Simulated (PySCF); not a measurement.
Computed IR spectrum (relative IR intensity) of a molecule C4H5NSi. Geometry optimised at PBE-D3(BJ)/def2-SVP. Other conformers were not sampled. These are PBE-D3(BJ)/def2-SVP run with PySCF 2.14.0 values and carry that method's errors. Frequencies are harmonic and unscaled.

Lines under 2 % of the strongest are left out, and lines within 2 cm⁻¹ are merged.

```json
[
 {"ν (cm⁻¹)": "345", "relative intensity": "2.9"},
 {"ν (cm⁻¹)": "404", "relative intensity": "6.7"},
 {"ν (cm⁻¹)": "515", "relative intensity": "5.9"},
 {"ν (cm⁻¹)": "618", "relative intensity": "7.1"},
 {"ν (cm⁻¹)": "629", "relative intensity": "18"},
 {"ν (cm⁻¹)": "675", "relative intensity": "15"},
 {"ν (cm⁻¹)": "730", "relative intensity": "3.9"},
 {"ν (cm⁻¹)": "868", "relative intensity": "100"},
 {"ν (cm⁻¹)": "903", "relative intensity": "32"},
 {"ν (cm⁻¹)": "929", "relative intensity": "2.4"},
 {"ν (cm⁻¹)": "1033", "relative intensity": "4.0"},
 {"ν (cm⁻¹)": "1041", "relative intensity": "5.3"},
 {"ν (cm⁻¹)": "2182", "relative intensity": "27"},
 {"ν (cm⁻¹)": "2202", "relative intensity": "37"},
 {"ν (cm⁻¹)": "2216", "relative intensity": "29"},
 {"ν (cm⁻¹)": "2286", "relative intensity": "8.0"},
 {"ν (cm⁻¹)": "3407", "relative intensity": "40"}
]
```

Which molecule gave these data?
A) C#C[C@@H]([SiH3])C#N
B) C#CC1=NC[SiH2]1
C) C=C=C([SiH3])C#N
D) C#C[SiH2]CC#N

A, C#C[C@@H]([SiH3])C#N
